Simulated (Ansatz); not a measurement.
Geometry optimisation, UKS PBE/def2-SVP in Ansatz.

Input file:

```yaml
crystal:
  periodic: [false, false, false]
  atoms:
    - { symbol: Sn, position_ang: [0.027155, 0.04626, -0.063441] }
    - { symbol: H, position_ang: [-0.03181, -0.055433, 1.675574] }
    - { symbol: H, position_ang: [1.647847, -0.04517, -0.671426] }
    - { symbol: H, position_ang: [-0.862405, 1.404118, -0.671747] }
    - { symbol: Cl, position_ang: [-1.098402, -1.903299, -0.823528] }
    - { symbol: H, position_ang: [0.003814, 0.006725, 3.533269] }
magnetization:
  spin_polarized: true
  initial_magnetization: 1
basis:
  gaussian: { orbitals: def2-SVP }
hamiltonian:
  xc: pbe
relax:
  f_tol: 0.03
  max_steps: 50
output:
  orbitals: {}
```

Launched with:

```bash
$ ansatz run input.yaml --threads 1 --pin off --max-ram 2048MiB --backend cpu --events-out ev --progress --plain --runs-dir out
```

Where does it end, and by what steps?

The run converged. The force dipped under the threshold on the way, but the program's further checks kept it going. After 18 steps the energy has fallen by 1.317 eV; H2 moved furthest, 1.37 Å. Parted: Sn1–H2 (1.74 → 3.46 Å). Joined: H2–H6 (1.86 → 0.77 Å).

```tsv
step	energy less start (eV)	largest force component (eV/Å)	accepted
0	0.0000	0.106	yes
1	-0.0024	0.072	yes
2	-0.0113	0.172	yes
3	-0.0367	0.419	yes
4	-0.1512	1.201	yes
5	-0.2294	1.479	yes
6	-0.3446	1.611	yes
7	-0.4733	2.025	yes
8	-0.8409	2.502	yes
9	-0.6537	6.126	no
10	-1.1211	0.543	yes
11	-1.1973	0.363	yes
12	-1.2590	0.278	yes
13	-1.2926	0.185	yes
14	-1.3091	0.052	yes
15	-1.3129	0.122	yes
16	-1.3162	0.009	yes
17	-1.3168	0.012	yes
18	-1.3170	0.005	yes
```

```xyz
6
Properties=species:S:1:pos:R:3
Sn 0.005 0.008 -0.418
H 0.005 0.009 3.043
H 1.622 -0.078 -1.097
H -0.878 1.365 -1.098
Cl -1.115 -1.933 -1.260
H 0.048 0.082 3.808
```

Whether the end is a true minimum wasn't checked by a vibrational analysis.

Time of the run: 52 s on 1 thread of Arm Neoverse V1, on a shared host, peak memory 0.14 GiB.
